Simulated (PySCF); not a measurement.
**Correlation energy of Dy²⁺ (dysprosium, charge +2)**

[Xe] 4f10, one real determinant. All numbers are calculated (PySCF 2.14, the spin-free X2C one-electron Hamiltonian (Gaussian nucleus), in cc-pVDZ-X2C (8s7p5d3f1g, 84 functions)). Frozen: [Kr] 4d10; 18 electrons correlated.

| level | correlation energy (mhartree) |
| --- | --- |
| CCSD | -599.03 |
| (T) | -22.57 |
| CCSD(T) | -621.60 |

Diagnostics: T1 = 0.013, D1 = 0.0283, largest double amplitude 0.086.

The real determinant used has ⟨L²⟩ near 34 against 42 for a pure I term, so it mixes terms. Spin-orbit coupling, absent here, splits the open shell strongly.

Cost of the coupled-cluster step: roughly 70 core-seconds, for 18 correlated electrons.

Iterations:

```
CC2 = 0
CCSD nocc = (np.int64(11), np.int64(7)), nmo = (61, 61)
frozen orbitals [[0, 1, 2, 3, 4, 5, 6, 7, 8, 9, 10, 11, 12, 13, 14, 15, 16, 17, 18, 19, 20, 21, 22], [0, 1, 2, 3, 4, 5, 6, 7, 8, 9, 10, 11, 12, 13, 14, 15, 16, 17, 18, 19, 20, 21, 22]]
max_cycle = 100
direct = 0
conv_tol = 1e-08
conv_tol_normt = 1e-06
diis_space = 8
diis_start_cycle = 0
Init t2, MP2 energy = -0.659541707939916
Init E_corr(UCCSD) = -0.659541707942552
cycle = 1  E_corr(UCCSD) = -0.563006317847562  dE = 0.0965353901  norm(t1,t2) = 0.118841
cycle = 2  E_corr(UCCSD) = -0.603207611155612  dE = -0.0402012933  norm(t1,t2) = 0.0556196
cycle = 3  E_corr(UCCSD) = -0.596014587016639  dE = 0.00719302414  norm(t1,t2) = 0.0405309
cycle = 4  E_corr(UCCSD) = -0.59571798820504  dE = 0.000296598812  norm(t1,t2) = 0.0109532
cycle = 5  E_corr(UCCSD) = -0.597396579226108  dE = -0.00167859102  norm(t1,t2) = 0.0080993
cycle = 6  E_corr(UCCSD) = -0.598355220639819  dE = -0.000958641414  norm(t1,t2) = 0.00659223
cycle = 7  E_corr(UCCSD) = -0.59844018831994  dE = -8.49676801e-05  norm(t1,t2) = 0.00368283
cycle = 8  E_corr(UCCSD) = -0.598825504057079  dE = -0.000385315737  norm(t1,t2) = 0.00191139
cycle = 9  E_corr(UCCSD) = -0.599066265291237  dE = -0.000240761234  norm(t1,t2) = 0.000911314
cycle = 10  E_corr(UCCSD) = -0.599022878633395  dE = 4.33866578e-05  norm(t1,t2) = 0.000532288
cycle = 11  E_corr(UCCSD) = -0.599014201516006  dE = 8.67711739e-06  norm(t1,t2) = 0.000384071
cycle = 12  E_corr(UCCSD) = -0.599036509684691  dE = -2.23081687e-05  norm(t1,t2) = 0.000297672
cycle = 13  E_corr(UCCSD) = -0.599009366369144  dE = 2.71433155e-05  norm(t1,t2) = 0.00022248
cycle = 14  E_corr(UCCSD) = -0.599029455333563  dE = -2.00889644e-05  norm(t1,t2) = 0.000127048
cycle = 15  E_corr(UCCSD) = -0.59903548459848  dE = -6.02926492e-06  norm(t1,t2) = 5.51601e-05
cycle = 16  E_corr(UCCSD) = -0.599034060471063  dE = 1.42412742e-06  norm(t1,t2) = 2.81663e-05
cycle = 17  E_corr(UCCSD) = -0.599033991373336  dE = 6.90977273e-08  norm(t1,t2) = 1.45796e-05
cycle = 18  E_corr(UCCSD) = -0.599033342801913  dE = 6.48571422e-07  norm(t1,t2) = 9.84361e-06
cycle = 19  E_corr(UCCSD) = -0.599032295992347  dE = 1.04680957e-06  norm(t1,t2) = 7.56175e-06
cycle = 20  E_corr(UCCSD) = -0.599031772014066  dE = 5.23978281e-07  norm(t1,t2) = 5.51701e-06
cycle = 21  E_corr(UCCSD) = -0.599031642619673  dE = 1.29394393e-07  norm(t1,t2) = 3.85291e-06
cycle = 22  E_corr(UCCSD) = -0.599031162230401  dE = 4.80389272e-07  norm(t1,t2) = 2.52412e-06
cycle = 23  E_corr(UCCSD) = -0.599031127434204  dE = 3.4796197e-08  norm(t1,t2) = 1.54744e-06
cycle = 24  E_corr(UCCSD) = -0.599031006751253  dE = 1.20682951e-07  norm(t1,t2) = 9.30397e-07
cycle = 25  E_corr(UCCSD) = -0.599030911334817  dE = 9.54164363e-08  norm(t1,t2) = 4.79469e-07
cycle = 26  E_corr(UCCSD) = -0.599030911649472  dE = -3.14655524e-10  norm(t1,t2) = 2.53532e-07
UCCSD converged
E(UCCSD) = -12152.29302372953  E_corr = -0.5990309116494724
UCCSD(T) correction = -0.0225677850665584
```

The reference is one real determinant that mixes LS terms of this configuration.
